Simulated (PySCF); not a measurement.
# Dipole response of Kr⁺ (krypton, charge +1)

[Ar] 3d10 4s2 4p5, 2P determinant. Computed with PySCF 2.14 in aug-cc-pVTZ-PP with one added diffuse shell each of s, d, f type with ECP10MDF (7s5p5d3f, 68 functions), with a scalar-relativistic core potential. Coupled (time-dependent) response in atomic units; α is the mean over directions.

| method | mean α (bohr³) | α xx, yy, zz | C₆ (like pair) | S(−4) |
| --- | --- | --- | --- | --- |
| UHF | 10.59 | 10.27, 10.76, 10.76 | 64.63 | 19.99 |
| PBE | 11.14 | 10.64, 11.38, 11.38 | 68.61 | 23.32 |
| PBE0 | 10.89 | 10.46, 11.11, 11.11 | 66.76 | 21.78 |
| r2SCANh | 10.78 | 10.35, 11.00, 11.00 | 67.62 | 20.12 |
| HSE06 | 10.93 | 10.48, 11.15, 11.15 | 67.07 | 21.93 |

S(−4) is the Cauchy moment in α(ω) = α(0) + S(−4) ω² + …

Spin-orbit coupling is absent.

α(iu) at r2SCANh:

```tsv
u (hartree)	α(iu) (bohr³)
0	10.78
0.0500	10.73
0.100	10.59
0.200	10.04
0.300	9.267
0.500	7.484
0.750	5.516
1.00	4.081
1.50	2.395
2.00	1.547
3.00	0.7963
5.00	0.3317
```

A single London oscillator, α(iu) = α/(1 + u²/ω²), gives C₆ = (3/4) ω α². Matching the computed C₆ needs ω = 4 × 67.62 / (3 × 10.78²) = 0.776 hartree.

For an ion, C₆ is the dispersion term alone; charge-induced terms of lower order in 1/R come first.

The components differ because the open shell of this determinant is not spherical; for a pure term their mean is the scalar polarisability.

Energies and moments cover only the electrons outside the core potential.
